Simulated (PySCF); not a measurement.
Job file and geometry (Å, from GFN2-xTB) of an NMR shielding run on SMILES CC(C)[SiH2]/C=C\[SiH2]P, C₅H₁₅PSi₂, PySCF 2.14.0, density-fitted response routines, GIAO PBE0/pcSseg-1 NMR shielding, non-relativistic, gas phase; density fitting, a coarse starting grid and PySCF grid level 2 are the driver's defaults:

```
$ OMP_NUM_THREADS=1 python probes_run.py task.json out

{"job": {"kind": "nmr", "xc": "PBE0", "basis": "pcSseg-1"}, "charge": 0, "multiplicity": 1}
C     -2.784710     0.849907     0.225344
C     -1.822925     0.553769    -0.923003
C     -1.772875    -0.948803    -1.188517
Si    -0.077632     1.264419    -0.581978
C      0.559421     0.553777     1.043180
C      1.405711    -0.459180     1.226330
Si     2.297881    -1.477161    -0.088791
P      4.086042    -0.410824    -0.939511
H     -2.842171     1.918756     0.419806
H     -3.787328     0.493202    -0.009769
H     -2.455916     0.352704     1.135775
H     -2.218858     1.039621    -1.821547
H     -2.771305    -1.336621    -1.390634
H     -1.142392    -1.170223    -2.046868
H     -1.371037    -1.476669    -0.324957
H      0.808175     0.951308    -1.710020
H     -0.170714     2.723775    -0.417975
H      0.165125     1.041823     1.931775
H      1.657403    -0.733150     2.248853
H      2.807588    -2.692934     0.560284
H      1.438859    -1.836103    -1.219457
H      3.426663     0.779164    -1.188853
H      4.560244     0.046429     0.277922
```

Q: Write the output of this run.

A: 
```
coarse grid: 19608 points
cycle   1  E = -1119.0875036827  dE =  3.901e-01  |g| = 4.594e-01  |ddm| = 4.177e+00
cycle   2  E = -1119.0690241584  dE =  1.848e-02  |g| = 5.328e-01  |ddm| = 9.041e-01
cycle   3  E = -1119.1444643182  dE = -7.544e-02  |g| = 5.014e-02  |ddm| = 5.324e-01
cycle   4  E = -1119.1449328456  dE = -4.685e-04  |g| = 3.025e-02  |ddm| = 8.196e-02
cycle   5  E = -1119.1451433338  dE = -2.105e-04  |g| = 1.000e-02  |ddm| = 3.192e-02
cycle   6  E = -1119.1451683423  dE = -2.501e-05  |g| = 3.002e-03  |ddm| = 1.207e-02
cycle   7  E = -1119.1451705721  dE = -2.230e-06  |g| = 4.343e-04  |ddm| = 3.286e-03
final grid: 172400 points
cycle   8  E = -1119.1921120649  dE = -4.247e-05  |g| = 8.488e-03  |ddm| = 3.500e-02
cycle   9  E = -1119.1921018836  dE =  1.018e-05  |g| = 1.045e-02  |ddm| = 1.760e-02
cycle  10  E = -1119.1921312130  dE = -2.933e-05  |g| = 6.203e-04  |ddm| = 1.026e-02
cycle  11  E = -1119.1921312825  dE = -6.946e-08  |g| = 3.058e-04  |ddm| = 7.693e-04
cycle  12  E = -1119.1921313040  dE = -2.155e-08  |g| = 9.776e-05  |ddm| = 3.140e-04
cycle  13  E = -1119.1921313064  dE = -2.371e-09  |g| = 2.849e-05  |ddm| = 1.071e-04
cycle  14  E = -1119.1921313066  dE = -2.005e-10  |g| = 4.285e-06  |ddm| = 2.728e-05
converged SCF energy = -1119.1921313066

GIAO shielding tensors (ppm)
atom      isotropic    diamagn.    paramagn.     s11        s22        s33       span
  0 C      166.098     248.337     -82.239    151.076    160.263    186.954     35.879
  1 C      169.403     252.378     -82.975    166.249    170.249    171.710      5.461
  2 C      165.929     249.909     -83.980    150.436    161.914    185.438     35.002
  3 Si     394.939     883.321    -488.382    369.960    386.087    428.771     58.810
  4 C       32.752     262.629    -229.877    -89.086      9.188    178.155    267.241
  5 C       28.298     260.314    -232.016    -93.327      9.072    169.150    262.477
  6 Si     410.518     881.324    -470.806    376.117    412.889    442.548     66.431
  7 P      595.798     966.822    -371.024    555.442    601.582    630.370     74.928
  8 H       30.418      30.128       0.290     25.609     28.206     37.439     11.830
  9 H       30.540      29.456       1.084     26.053     27.834     37.733     11.680
 10 H       30.889      31.909      -1.020     26.510     30.565     35.593      9.083
 11 H       30.567      32.079      -1.512     26.615     28.217     36.870     10.255
 12 H       30.553      30.773      -0.220     25.896     28.204     37.557     11.661
 13 H       30.430      32.214      -1.784     25.970     28.451     36.868     10.898
 14 H       30.716      33.611      -2.895     26.746     30.366     35.038      8.292
 15 H       27.258      32.610      -5.352     23.352     26.794     31.627      8.275
 16 H       27.397      31.255      -3.858     24.107     25.533     32.550      8.442
 17 H       24.400      33.177      -8.777     22.040     23.677     27.482      5.442
 18 H       24.222      31.831      -7.609     22.356     23.710     26.601      4.245
 19 H       27.316      29.197      -1.882     23.861     25.371     32.716      8.855
 20 H       27.086      30.795      -3.709     22.858     27.232     31.167      8.309
 21 H       30.453      31.837      -1.385     24.827     28.735     37.797     12.970
 22 H       30.539      30.106       0.433     26.076     27.410     38.131     12.055
```

Q: Turn these shieldings into chemical shifts. Shifts are taken against calculated references (same method and geometry level): TMS for $^{13}$C (186.93 ppm), $^{29}$Si (349.16 ppm), $^{1}$H (31.72 ppm); H3PO4 for $^{31}$P (318.38 ppm).

A: Averaging equivalent atoms: C 5: 158.6; C 4: 154.2; C 0/2: 20.9; C 1: 17.5; Si 3: -45.8; Si 6: -61.4; P 7: -277.4; H 18: 7.49; H 17: 7.32; H 19/20: 4.52; H 15/16: 4.39; H 21/22: 1.22; H 11: 1.15; H 8/9/10/12/13/14: 1.13 ppm. Experimental scales use liquid or dissolved standards, which lie at an offset from isolated H3PO4.

Size and cost of the density-fitted run: 232 basis functions, 98 s wall time on 1 thread of an Arm Neoverse N1, shared host; peak memory 1.1 GiB.
